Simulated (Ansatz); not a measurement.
`[GaH2][CH]1B[SiH2]1` + H₂ → `B1C[SiH2]1` + `[GaH3]` at 700 K and 1 bar (hydrogenolysis of a C–Ga bond).

Computed with Ansatz on PBE0-D4/def2-TZVP structures; ΔE is electronic, products minus reactants. CBS: MP2 limit from def2 TZ/QZ plus the TZ coupled-cluster correction, frozen cores. This one scheme is used for every species. For Ga outer-core shells are correlated without core-valence functions, which leaves a few kJ/mol of doubt a bond. Scalar relativity is left out up to krypton.

```json
{"species": "`[GaH2][CH]1B[SiH2]1`", "CCSD(T)/CBS energy (Eh)": "-2279.40664", "H − E (kJ/mol)": "230.7", "S (J/(mol·K))": "453.9"}
{"species": "H₂", "CCSD(T)/CBS energy (Eh)": "-1.17544", "H − E (kJ/mol)": "46.8", "S (J/(mol·K))": "155.3"}
{"species": "`B1C[SiH2]1`", "CCSD(T)/CBS energy (Eh)": "-354.85519", "H − E (kJ/mol)": "197.4", "S (J/(mol·K))": "362.0"}
{"species": "`[GaH3]`", "CCSD(T)/CBS energy (Eh)": "-1925.70545", "H − E (kJ/mol)": "80.8", "S (J/(mol·K))": "262.3"}
```

H − E and S are ideal-gas, rigid-rotor, harmonic terms from PBE0-D4/def2-TZVP, for one conformer and one mirror image of each species. For small species the MP2-based limit differs from directly extrapolated CCSD(T) by up to some mEh (0.8 for H₂); such offsets cancel only in part. 1 Eh = 2625.50 kJ/mol, R = 8.31446 J/(mol·K).

Q: By hand: ΔE, ΔH, ΔS and ΔG.

A: ΔE = (-354.85519) + (-1925.70545) − (-2279.40664) − (-1.17544) = 0.02144 Eh = 56.3 kJ/mol. Δ(H − E) = 197.4 + 80.8 − 230.7 − 46.8 = 0.7, so ΔH = 57.0 kJ/mol. ΔS = 362.0 + 262.3 − 453.9 − 155.3 = 15.1 J/(mol·K). ΔG = 57.0 − 700 × (15.1)/1000 = 46.4 kJ/mol.

Q: By hand: the equilibrium constant, and the temperature at which ΔG would vanish if ΔH and ΔS stayed fixed.

A: log₁₀ K = −ΔG/(RT ln 10) = -3.5. ΔG = 0 at ΔH/ΔS = 3775 K, far beyond where these terms or the molecules hold.

ΔH outweighs TΔS. A doubt of 5 kJ/mol in ΔE shifts log₁₀ K by 0.4 here. Other conformers and mirror images would add mixing entropy, several J/(mol·K) or more a flexible species. These are equilibria of isolated gas molecules and say nothing of rates. Largest T1 diagnostic: 0.015 (customary marks: 0.02 for closed shells, 0.045 for open ones).
